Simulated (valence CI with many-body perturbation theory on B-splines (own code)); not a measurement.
## Te XXII: calculated level list

Computed by relativistic CI+MBPT: three valence electrons over a frozen Dirac-Fock core [Ar] 3d10, radial functions for each j: 11 s, 11 p, 10 d, 8 f, 5 g, 2 h, with the one-electron correlation potential Σ1 (screened to all orders), the two-electron term Σ2, the three-electron term Σ3, Breit, model QED; selected single and double excitations, second order for the rest, scaled by the run's own slope (own B-spline code, finite nucleus).

No measured levels were compared; by estimate levels hold to about 250 cm⁻¹ or 0.2 % of their energy and the worst to 1 %, as in measured heavy ions of charge 2 to 7; those with d or f electrons hold less well.

Levels 1 to 45 of 178, with energies above the lowest level, 4s2 4p 2P°_1/2. "Leading %" is the weight of the configuration and term that name the level; weights of strongly mixed levels are sums over their largest components and can fall short. Lifetimes count E1, E2, E3, M1 and M2 decay at the calculated energies, and are blank where another channel may lead or the interval is too uncertain; long ones can be off by a factor of two.

| No. | Configuration | Term | J | E (cm⁻¹) | Leading % | Lifetime | Second component |
| --- | --- | --- | --- | --- | --- | --- | --- |
| 1 | 4s2 4p | 2P° | 1/2 | 0 | 99 |  |  |
| 2 | 4s2 4p | 2P° | 3/2 | 111810 | 98 | 78.9 μs |  |
| 3 | 4s 4p2 | 4P | 1/2 | 363540 | 82 | 352 ps | 14 % 4s 4p2 2S |
| 4 | 4s 4p2 | 4P | 3/2 | 434640 | 96 | 2.85 ns |  |
| 5 | 4s 4p2 | 4P | 5/2 | 465800 | 66 | 445 ps | 33 % 4s 4p2 2D |
| 6 | 4s 4p2 | 2D | 3/2 | 520380 | 81 | 34.7 ps | 13 % 4s 4p2 2P |
| 7 | 4s 4p2 | 2P | 1/2 | 552940 | 69 | 10.7 ps | 18 % 4s 4p2 2S |
| 8 | 4s 4p2 | 2D | 5/2 | 575180 | 61 | 127 ps | 34 % 4s 4p2 4P |
| 9 | 4s 4p2 | 2S | 1/2 | 664590 | 67 | 14.7 ps | 27 % 4s 4p2 2P |
| 10 | 4s 4p2 | 2P | 3/2 | 672520 | 84 | 8.05 ps | 10 % 4s 4p2 2D |
| 11 | 4s2 4d | 2D | 3/2 | 794990 | 91 | 4.75 ps | 6 % 4s 4p2 2D |
| 12 | 4s2 4d | 2D | 5/2 | 814730 | 93 | 6.36 ps | 5 % 4s 4p2 2D |
| 13 | 4p3 | 2P° | 3/2 | 911890 | 36 | 17.4 ps | 30 % 4p3 4S° |
| 14 | 4p3 | 4S° | 3/2 | 993640 | 53 | 12.8 ps | 38 % 4p3 2D° |
| 15 | 4p3 | 2D° | 5/2 | 999240 | 84 | 31.0 ps | 14 % 4s 4p 4d 2D° |
| 16 | 4p3 | 2P° | 1/2 | 1054600 | 92 | 13.9 ps | 5 % 4s 4p 4d 2P° |
| 17 | 4s 4p 4d | 4F° | 3/2 | 1077000 | 89 | 98.2 ps | 8 % 4s 4p 4d 2D° |
| 18 | 4s 4p 4d | 4F° | 5/2 | 1097400 | 84 | 59.5 ps | 5 % 4s 4p 4d 4D° |
| 19 | 4p3 | 2P° | 3/2 | 1132000 | 49 | 13.3 ps | 15 % 4p3 2D° |
| 20 | 4s 4p 4d | 4F° | 7/2 | 1132200 | 80 | 37.0 ps | 12 % 4s 4p 4d 4D° |
| 21 | 4s 4p 4d | 4P° | 5/2 | 1142300 | 54 | 7.96 ps | 22 % 4s 4p 4d 4D° |
| 22 | 4s 4p 4d | 4D° | 3/2 | 1150400 | 50 | 5.40 ps | 30 % 4s 4p 4d 4P° |
| 23 | 4s 4p 4d | 4D° | 1/2 | 1152500 | 79 | 4.32 ps | 11 % 4s 4p 4d 2P° |
| 24 | 4s 4p 4d | 2F° | 5/2 | 1195500 | 69 | 10.9 ps | 12 % 4s 4p 4d 2D° |
| 25 | 4s 4p 4d | 4F° | 9/2 | 1201400 | 100 | 128 μs |  |
| 26 | 4s 4p 4d | 2D° | 3/2 | 1208200 | 59 | 5.92 ps | 16 % 4s 4p 4d 2P° |
| 27 | 4s 4p 4d | 4P° | 1/2 | 1228400 | 88 | 6.48 ps | 11 % 4s 4p 4d 4D° |
| 28 | 4s 4p 4d | 4D° | 5/2 | 1230200 | 62 | 5.16 ps | 11 % 4s 4p 4d 4P° |
| 29 | 4s 4p 4d | 4D° | 7/2 | 1231900 | 77 | 5.38 ps | 17 % 4s 4p 4d 4F° |
| 30 | 4s 4p 4d | 4P° | 3/2 | 1232300 | 59 | 5.88 ps | 37 % 4s 4p 4d 4D° |
| 31 | 4s 4p 4d | 2D° | 5/2 | 1258100 | 50 | 9.12 ps | 29 % 4s 4p 4d 4P° |
| 32 | 4s 4p 4d | 2D° | 3/2 | 1288100 | 47 | 4.56 ps | 36 % 4s 4p 4d 2P° |
| 33 | 4s 4p 4d | 2F° | 7/2 | 1301400 | 98 | 12.8 ps |  |
| 34 | 4s 4p 4d | 2F° | 5/2 | 1322500 | 78 | 4.40 ps | 11 % 4s2 4f 2F° |
| 35 | 4s 4p 4d | 2F° | 7/2 | 1322600 | 78 | 4.84 ps | 10 % 4s2 4f 2F° |
| 36 | 4s 4p 4d | 2P° | 1/2 | 1340700 | 87 | 4.77 ps | 10 % 4s 4p 4d 4D° |
| 37 | 4s 4p 4d | 2P° | 1/2 | 1353500 | 92 | 4.50 ps | 6 % 4p3 2P° |
| 38 | 4s 4p 4d | 2P° | 3/2 | 1369900 | 49 | 3.47 ps | 38 % 4s 4p 4d 2D° |
| 39 | 4s 4p 4d | 2P° | 3/2 | 1370300 | 72 | 4.40 ps | 20 % 4s 4p 4d 2D° |
| 40 | 4s 4p 4d | 2D° | 5/2 | 1377200 | 80 | 3.31 ps | 10 % 4s 4p 4d 2F° |
| 41 | 4s2 4f | 2F° | 5/2 | 1527500 | 87 | 4.09 ps | 12 % 4s 4p 4d 2F° |
| 42 | 4s2 4f | 2F° | 7/2 | 1528200 | 88 | 4.53 ps | 10 % 4s 4p 4d 2F° |
| 43 | 4p2 4d | 4F | 3/2 | 1532300 | 54 | 21.6 ps | 17 % 4p2 4d 2D |
| 44 | 4p2 4d | 4F | 5/2 | 1565400 | 36 | 18.6 ps | 27 % 4p2 4d 4D |
| 45 | 4p2 4d | 2F | 5/2 | 1602700 | 59 | 32.3 ps | 34 % 4p2 4d 4F |

Names give the largest LS component (configuration and term), which can be under half, so a name can repeat, a term be missing and a line seem to break the LS rules; names also repeat where a configuration has a term twice.

Where two levels of one J and parity lie close, their mixing, g and order are uncertain.

The ionisation energy to 4s2 1S_0 of the next ion comes out as 634.28 eV (NIST: 633 ± 4 eV (theoretical)). All 178 levels together are meant to be complete up to 2504300 cm⁻¹.
